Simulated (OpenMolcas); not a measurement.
Pt2+ (d8) in a complex was computed by CASSCF with the d shell active (OpenMolcas, ANO-RCC-VDZP on the metal). Its lowest spin-free states, and all those of the highest spin:

```json
{"2S+1": "3", "Degeneracy": "1", "E (cm-1)": "0.0"}
{"2S+1": "1", "Degeneracy": "1", "E (cm-1)": "7969"}
{"2S+1": "3", "Degeneracy": "2", "E (cm-1)": "8306"}
{"2S+1": "1", "Degeneracy": "1", "E (cm-1)": "9800"}
{"2S+1": "3", "Degeneracy": "1", "E (cm-1)": "13091"}
{"2S+1": "3", "Degeneracy": "1", "E (cm-1)": "14001"}
{"2S+1": "3", "Degeneracy": "2", "E (cm-1)": "19202"}
{"2S+1": "1", "Degeneracy": "2", "E (cm-1)": "20096"}
{"2S+1": "1", "Degeneracy": "1", "E (cm-1)": "21182"}
{"2S+1": "1", "Degeneracy": "1", "E (cm-1)": "23399"}
{"2S+1": "1", "Degeneracy": "1", "E (cm-1)": "26770"}
{"2S+1": "3", "Degeneracy": "1", "E (cm-1)": "27172"}
{"2S+1": "3", "Degeneracy": "2", "E (cm-1)": "28197"}
```

**Question.** Is the site octahedral, tetrahedral or cube-like, axial, or of lower symmetry?

**Answer.** The states with 2S+1 = 3 have orbital degeneracies 1, 2, 1, 1, 2, 1, 2. There are pairs but no triples, so the site is axial: not cubic, but with a proper or improper axis of order three or more. The run had Pt2+ with 5 ligands (fluoride) in square pyramidal coordination (C4v) at 2.18 Å, the axial distance 2.071 Å. A charge of +0.6 e stands 2.8 Å behind each ligand. Ligand basis ANO-RCC-VDZP.

Without dynamic correlation the repulsion within the d shell is too large (B by tens of per cent), so at a given field states of lower spin stand too high. Real 4d8 and 5d8 ions are as a rule square planar and diamagnetic. This shell can be high or low spin here, a state of another spin lies low, and with metal d orbitals alone active their balance is uncertain, so the ground spin may be wrong. The least metal-like active orbital is 85 % on the metal (Löwdin) and no ligand orbital is active, so the numbers are rough. With metal d orbitals alone the field can be off either way by tens of per cent. Ligand-to-metal charge-transfer states are missing. With no ligand orbital active B as a rule stays too high, so bands that hang on it stand too high and its fall with covalency is understated. The distance lies 7 % over the 2.04 Å that this model takes as the normal distance (a Shannon-type radius plus a fixed donor radius); by an R⁻⁵ law this alone changes a d-shell field by about -28 %. No measured value stands beside these numbers; the geometry is a model, was not optimised and need not be the one that this ion takes.
